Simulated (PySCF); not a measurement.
# Telling isomers of C₆H₉FSi apart by NMR

PySCF 2.14.0 with density-fitted response routines calculation with GFN2-xTB structure and NMR shieldings at PBE0/pcSseg-1/GIAO; isolated molecule, non-relativistic Hamiltonian, single conformer, one averaged value for each set of equivalent atoms.

Shifts are taken against calculated references (same method and geometry level): $^{1}$H and $^{13}$C vs TMS. Splittings of carbon signals by F and P are missing where no couplings were computed. Where no couplings were computed, multiplicities follow the n + 1 count of equivalent neighbours, and m marks all less simple cases (inequivalent or close neighbours, rings, F or P nearby). Shifts are as computed. Against solution values, carbons near 30 ppm lie about +3 ppm off and those near 130 ppm about +5 ppm. Of 1309 compounds with measured shifts, 239 miss one by over three times the rms of a fit or turn the order of signals round; such compounds aren't used in these exercises.

(1) Tabulate the signals of `C#C[C@@H](C)[C@@H]1C[Si@@H]1F`, `CC#C[C@H]1C[Si@H](F)C1`, `CC#C[C@@]1([SiH3])C[C@H]1F`, `FCC#CC1C[SiH2]C1` and their relative energies.

(2) What is the quickest way to tell CC#C[C@@]1([SiH3])C[C@H]1F from FCC#CC1C[SiH2]C1?

(3) What is the quickest way to tell C#C[C@@H](C)[C@@H]1C[Si@@H]1F from CC#C[C@@]1([SiH3])C[C@H]1F?

(4) What is the quickest way to tell C#C[C@@H](C)[C@@H]1C[Si@@H]1F from CC#C[C@H]1C[Si@H](F)C1?

## Answers

(1) 
```json
{"SMILES": "C#C[C@@H](C)[C@@H]1C[Si@@H]1F", "carbon types": "1×C 3×CH 1×CH2 1×CH3", "δC": "94.3, 74.7, 28.6, 25.3, 23.5, 8.4", "δH": "5.25 (m, 1H), 2.35 (m, 1H), 1.55 (d, 1H), 1.47 (d, 3H), 0.98 (m, 1H), 0.91 (m, 1H), 0.76 (m, 1H)", "E rel. (kcal/mol)": "25.2"}
{"SMILES": "CC#C[C@H]1C[Si@H](F)C1", "carbon types": "2×C 1×CH 2×CH2 1×CH3", "δC": "92.7, 84.8, 34.5, 20.4, 4.9", "δH": "5.82 (m, 1H), 3.13 (m, 1H), 2.43 (m, 2H), 1.99 (s, 3H), 1.83 (m, 2H)", "E rel. (kcal/mol)": "0.0"}
{"SMILES": "CC#C[C@@]1([SiH3])C[C@H]1F", "carbon types": "3×C 1×CH 1×CH2 1×CH3", "δC": "83.9, 80.6, 78.1, 20.9, 4.9, 3.0", "δH": "4.37 (m, 1H), 3.88 (s, 3H), 2.00 (s, 3H), 1.15 (m, 1H), 0.74 (m, 1H)", "E rel. (kcal/mol)": "55.3"}
{"SMILES": "FCC#CC1C[SiH2]C1", "carbon types": "2×C 1×CH 3×CH2", "δC": "105.5, 83.9, 74.1, 24.6, 19.9", "δH": "5.40 (m, 2H), 4.72 (m, 1H), 4.65 (m, 1H), 3.23 (m, 1H), 1.91 (m, 2H), 1.88 (m, 2H)", "E rel. (kcal/mol)": "51.0"}
```

Energies are electronic energies at PBE0/pcSseg-1 on these geometries, without zero-point or thermal terms, each for the one conformer computed, which needn't be the lowest.

(2) Count the carbon signals: 6 against 5. The first has a propargylic methyl carbon (CH3) at 4.9 ppm, the second a propargylic sp3 CH at 24.6 ppm. Their most deshielded carbons lie at 83.9 and 105.5 ppm. In the proton spectra the most deshielded non-exchanging signals are 4.37 (m, 1H) and 5.40 (m, 2H).

(3) Both give the same number of carbon signals, but DEPT or the intensities differ. The first has a three-membered-ring carbon (CH) at 25.3 ppm, the second a three-membered-ring carbon (C) at 3.0 ppm. Their most deshielded carbons lie at 94.3 and 83.9 ppm. In the proton spectra the most deshielded non-exchanging signals are 5.25 (m, 1H) and 4.37 (m, 1H).

(4) Count the carbon signals: 6 against 5. The first has a terminal alkyne carbon (CH) at 74.7 ppm, the second an sp3 CH2 bonded to Si at 34.5 ppm. Their most deshielded carbons lie at 94.3 and 92.7 ppm. In the proton spectra the most deshielded non-exchanging signals are 5.25 (m, 1H) and 5.82 (m, 1H).
